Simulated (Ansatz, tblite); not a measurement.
Removing and adding an electron: Cu3H4. Charge 0, multiplicity 2. Geometry: PBE-D4/def2-SVP. Ansatz, gas phase; energy differences of separate SCF runs; the oxidised species is a singlet (the triplet lies 0.41 eV higher at PBE0-D4/def2-TZVP); the reduced species is a singlet (the triplet lies 1.74 eV higher at PBE0-D4/def2-TZVPD).

```
atom   x (Å)   y (Å)   z (Å)
 Cu1  -1.012   0.377  -1.097
 Cu2  -0.973  -1.095   0.666
 Cu3   0.999   0.253   0.337
  H4   0.439   1.094  -1.015
  H5   2.255   1.126   0.129
  H6   0.421  -1.010   1.454
  H7  -2.129  -0.745  -0.474
```

The xTB rows come from tblite. The structure comes from a short search, and lower isomers may exist.

```tsv
level	−HOMO (eV)	vertical IE (eV)	−LUMO (eV)	vertical EA (eV)	HOMO–LUMO gap (eV)	IE − EA (eV)	remarks
GFN1-xTB	–	13.47	–	8.08	–	5.39	–
GFN2-xTB	–	12.53	–	6.46	–	6.07	–
PBE-D4/def2-TZVP	5.24	8.09	4.57	–	0.67	–	–
PBE-D4/def2-TZVPD	5.26	–	4.60	2.04	0.66	–	HOMO above zero (-1 singlet)
r2SCAN-D4/def2-TZVP	5.41	8.17	4.38	–	1.03	–	–
r2SCAN-D4/def2-TZVPD	5.43	–	4.40	1.92	1.03	–	HOMO above zero (-1 singlet)
PBE0-D4/def2-TZVP	6.48	8.47	3.54	–	2.94	–	–
PBE0-D4/def2-TZVPD	6.49	–	3.56	1.91	2.93	–	–
```

Relaxing the reduced species (PBE-D4/def2-SVPD) changes its energy by -0.29 eV at PBE-D4/def2-TZVPD, so the adiabatic electron affinity to this nearest minimum is 2.33 eV. At PBE0-D4/def2-TZVPD it is 2.22 eV.     A HOMO above zero means that the electron is unbound at that level or that self-interaction error raises the level; the energy of removing that electron tells which. HOMO and LUMO are the levels of the spin that leaves or enters (xTB has no such levels and no spin-polarisation term). Other spin states of the ions may lie lower, which would lower the ionisation energy or raise the affinity. Raw xTB energy differences between charge states are shifted by several eV; the methods need an empirical correction for them.
